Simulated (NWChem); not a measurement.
System: isotetrasilane (Si$_{4}$H$_{10}$); SMILES [SiH3][SiH]([SiH3])[SiH3]

Here is an NWChem input.

```
start job
memory heap 200 mb stack 900 mb global 1100 mb
geometry units angstroms noautoz
  Si     2.185633    -0.360075    -0.156500
  Si     0.000000     0.000000     0.635814
  Si    -1.404650    -1.712777    -0.156500
  Si    -0.780983     2.072851    -0.156500
  H      2.715236    -1.687390     0.317524
  H      2.166447    -0.359195    -1.662119
  H      3.112252     0.729456     0.313905
  H      0.000000     0.000000     2.145538
  H     -0.924399    -3.060017     0.313905
  H     -1.394296    -1.696601    -1.662119
  H     -2.818940    -1.507769     0.317524
  H     -2.187853     2.330562     0.313905
  H      0.103704     3.195158     0.317524
  H     -0.772152     2.055796    -1.662119
end
basis spherical
  * library cc-pvdz
end
dft
  xc pbe0
  iterations 150
  mulliken
end
task dft energy
```

Coordinates come from a PBE-D3(BJ)/def2-SVP optimisation.

### Question
Predict the main results of this run. (PBE0/cc-pVDZ.) Quantities: basis functions; energy (Ha); highest occupied level (eV); orbital gap (eV); dipole (D).

### Answer
- number of basis functions = 122
- energy (Ha) = -1163.46
- highest occupied level (eV) = -7.98
- orbital gap (eV) = 7.91
- dipole (D) = 0.14
